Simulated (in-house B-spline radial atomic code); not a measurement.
Values are calculated unless marked as measured or tabulated.
**Making a Troullier-Martins p channel for Nb, r_c = 0.85 bohr**

Nb, [Kr] 4d4 5s1, non-relativistic PBE, spherical and spin-unpolarised, from an all-electron radial atomic-structure program (B-spline basis) (atomic units). The all-electron 4p level is ε = -1.246606 hartree, its outermost node lies just inside 0.56 bohr and its outer maximum at 1.14 bohr.

Inside r_c the pseudo-orbital is u(r) = r^2 exp(p(r)), with p = c0 + c2 r² + c4 r⁴ + … + c12 r¹². The seven coefficients follow from p and its first four derivatives at r_c, from zero curvature of the screened potential at the origin, c4 = −c2²/(2l + 5), and from the norm inside r_c. At r_c the all-electron orbital has P = 0.7885461, P' = 1.582446, the screened potential V = -7.194656, V' = 16.97907, V'' = -63.1844, and the norm inside is Q = 0.1327076.

(1) What are p, p' and p'' at r_c?

For a trial c2 the five matching conditions are linear in c0, c6, c8, c10 and c12, and c2 is varied until the norm inside r_c equals Q. The root nearest zero gives:

```json
{"n": "0", "c_n": "2.336441"}
{"n": "2", "c_n": "-10.05434"}
{"n": "4", "c_n": "-14.44141"}
{"n": "6", "c_n": "143.9464"}
{"n": "8", "c_n": "-289.531"}
{"n": "10", "c_n": "244.0626"}
{"n": "12", "c_n": "-76.5648"}
```

(2) Check c4 and p(r_c), and find the screened pseudopotential at the origin.

Orbitals and screened potentials:

```tsv
r (bohr)	P	u	V all-electron	V pseudo
0.085	0.3247	0.06945	-343.6	-51.27
0.212	-0.2331	0.2908	-93.7	-43.78
0.34	-0.5097	0.3675	-42.64	-20.36
0.468	-0.2627	0.3275	-23.72	1.927
0.595	0.1521	0.3585	-14.92	10.25
0.722	0.5255	0.5427	-10.08	1.216
0.85	0.7885	0.7885	-7.195	-7.195
```

Logarithmic derivatives P'/P at R = 1.15 bohr, for energies E around ε:

```csv
E − ε (hartree),all-electron,pseudo
-0.5,0.319756,0.313753
-0.25,0.135388,0.133613
-0.1,0.0196095,0.0192263
0,-0.0598953,-0.0599881
0.1,-0.14136,-0.141786
0.25,-0.267445,-0.269801
0.5,-0.488847,-0.499529
```

(3) With P(R) = 0.9883444 and a norm of 0.3930227 inside R, what slope in energy does norm conservation fix?

Answers

(1) p = ln(P/r_c^2) = ln(0.7885461/0.7225) = 0.08747. p' = P'/P − 2/r_c = 2.00679 − 2.35294 = -0.34615. The radial equation gives p'' = 2(V − ε) − 2(2) p'/r_c − p'² = -11.89610 − (-1.62895) − 0.11982 = -10.38697. Differentiating, p''' = 2V' + 2(2)p'/r_c² − 2(2)p''/r_c − 2p'p'' = 73.731, and p'''' = 2V'' − 4(2)p'/r_c³ + 4(2)p''/r_c² − 2(2)p'''/r_c − 2p''² − 2p'p''' = -748.57.

(2) −c2²/7 = -14.4414, as listed. The terms c_n r_c^n are 2.33644, -7.26426, -7.53851, 54.28930, -78.89446, 48.04968, -10.89071, which sum to 0.08747. Inverting the radial equation, V_l(r) = ε + 2 p'/r + (p'' + p'²)/2, so V_l(0) = ε + (2l + 3) c2 = -1.246606 + 5 × (-10.0543) = -51.5183 hartree, finite where the all-electron potential diverges.

(3) d(P'/P)/dE = −2 × (norm inside R)/P(R)² = -0.8047 per hartree·bohr at E = ε, for both atoms, since orbital and norm agree at R. Differences over ±0.1 hartree give -0.8048 (all-electron) and -0.8051 (pseudo), which also hold third-order terms. Half a hartree below ε the two curves differ by -0.0060.
